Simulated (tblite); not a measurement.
C₃H₉NO₃Si₂.
Numbering: `[NH2:1][C:2](=[O:3])[Si@@H:4]1[CH2:5][C@H:6]1[SiH:7]([OH:8])[OH:9]` (hydrogens: H10, H11 on N1; H12 on Si4; H13, H14 on C5; H15 on C6; H16 on Si7; H17 on O8; H18 on O9)

The geometry is computed with GFN2-xTB (gas phase).

Question: List the bond lengths, angles and torsions at this level.

Answer: 
```csv
bond,length (Å),order
N1–C2,1.351,single
C2=O3,1.216,double
C2–Si4,1.902,single
Si4–C5,1.888,single
C5–C6,1.539,single
C6–Si7,1.877,single
Si7–O8,1.619,single
Si7–O9,1.636,single
Si4–C6,1.891,single
N1–H10,1.009,single
N1–H11,1.003,single
Si4–H12,1.450,single
C5–H13,1.081,single
C5–H14,1.083,single
C6–H15,1.086,single
Si7–H16,1.463,single
O8–H17,0.953,single
O9–H18,0.952,single
```

Orders are formal, as drawn. A selection of angles:
```csv
angle,degrees
C2–N1–H10,119.5
C2–N1–H11,121.5
H10–N1–H11,118.9
N1–C2–O3,122.0
N1–C2–Si4,118.3
O3–C2–Si4,119.8
C2–Si4–C5,118.2
C2–Si4–C6,119.0
C2–Si4–H12,113.5
C5–Si4–C6,48.1
C5–Si4–H12,120.3
C6–Si4–H12,122.5
Si4–C5–C6,66.1
Si4–C5–H13,118.2
Si4–C5–H14,122.6
C6–C5–H13,115.3
C6–C5–H14,116.5
H13–C5–H14,111.0
C5–C6–Si7,117.7
C5–C6–H15,113.7
Si7–C6–H15,112.9
Si4–C6–C5,65.9
Si4–C6–Si7,122.0
Si4–C6–H15,116.6
C6–Si7–O8,106.2
C6–Si7–O9,113.4
C6–Si7–H16,111.2
O8–Si7–O9,105.9
O8–Si7–H16,111.6
O9–Si7–H16,108.4
Si7–O8–H17,119.3
Si7–O9–H18,120.2
```

Torsions: N1–C2–Si4–C5 31° (synclinal); C2–Si4–C5–C6 -105° (anticlinal); Si4–C5–C6–Si7 -115° (anticlinal); C5–C6–Si7–O8 167° (antiperiplanar); C2–Si4–C6–C5 103° (anticlinal); H17–O8–Si7–C6 156° (antiperiplanar); H18–O9–Si7–C6 57° (synclinal).

Si4 (SiH silicon) has angles from 48.1° to 122.5°. The 3-membered ring Si4–C5–C6 has internal angles of 48.1° to 66.1°. Si7 (oxygen-bound silicon) is distorted tetrahedral (angles from 105.9° to 113.4°). N1 (nitrogen bound to a carbonyl carbon) is planar (angles 121.5°, 119.5° and 118.9°, sum 360.0°, 0.01 Å off the plane of its three neighbours). The C–Si distances run from 1.877 Å (C6–Si7, drawn single) to 1.902 Å (C2–Si4, drawn single), a spread of 0.025 Å.

Point group: C1 (no symmetry element, even within 0.4 Å). Its GFN2-xTB frequencies are all real (lowest 20 cm⁻¹). One conformer, not necessarily the lowest (H–N1–C2–O3 -1° and -179°, N1–C2–Si4–C5 31°, C5–C6–Si7–O8 167°, C6–Si7–O8–H 156°, C6–Si7–O9–H 57°). 3 starts were optimised and ended at 0.00, 0.83 and 1.25 kcal/mol (GFN2-xTB); the lowest of these is shown.
